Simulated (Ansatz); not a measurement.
**Four-centre ligand exchange**

Start structure (BHBrF₃, closed shell), relaxed at PBE0-D4/def2-TZVP:

```xyz
6
angstrom
B -0.9286 0.1047 -0.5612
F -0.8210 1.2049 0.1508
F -1.5825 -0.9249 -0.0787
F -0.4435 0.0642 -1.7792
H 1.8851 0.3906 1.4907
Br 1.8903 -0.8395 0.7777
```

The step: BF₃ ([F][B]([F])[F]) + HBr → BBrF₂ ([F][B]([F])[Br]) + HF; bonds formed: B1–Br6, F2–H5; bonds broken: B1–F2, H5–Br6. Ansatz 0.2.0; basis: def2-TZVPP and def2-QZVPP; cores frozen in the correlated methods. Filled d shells of the heavier atoms are correlated. The def2 sets are not built for correlating such inner shells, so the correlated values are less sure here. Extrapolation: Hartree–Fock as exp(−7.88 √X), correlation as X^−2.97. Energies below are by CCSD(T) at an estimated basis limit (MP2 extrapolated from triple and quadruple zeta, plus CCSD(T) − MP2 in triple zeta).

Task: What are the electronic barrier and the energy of the step, from the start structure to the end structure? (Judge from chemistry; the value comes from the calculation.)

Result: Computed: Barrier 32.76 kcal/mol; step energy 16.85 kcal/mol (uphill); reverse barrier, their difference, 15.91 kcal/mol. Barrier and step energy count from the start structure, the reverse barrier from the end structure.

The saddle point: One imaginary mode of 817i cm⁻¹.
| pair | start (Å) | saddle (Å) | end (Å) |
| --- | --- | --- | --- |
| B1–Br6 | 3.26 | 2.21 | 1.92 |
| F2–H5 | 3.13 | 1.14 | 0.92 |
| B1–F2 | 1.31 | 1.53 | 2.58 |
| H5–Br6 | 1.42 | 1.72 | 3.01 |

Zero-point energy (harmonic, PBE0-D4): ZPE is 12.19 kcal/mol at the start and 11.68 kcal/mol at the saddle, so the barrier goes from 32.76 to 32.25 kcal/mol.

The T1 diagnostic stays at or below 0.011.

Labels in which every atom is bracketed show which atoms are joined, not bond orders.

For scale, one of the runs: CCSD(T)/def2-TZVPP, 186 basis functions, launched by `ansatz run in.yaml --threads 4 --pin off --events-out ev --progress --plain --max-ram 9574MiB`. Time: 64 s of wall clock on 4 CPU threads of an Arm Neoverse V2; the host was shared. Peak host memory: 2.3 GiB.
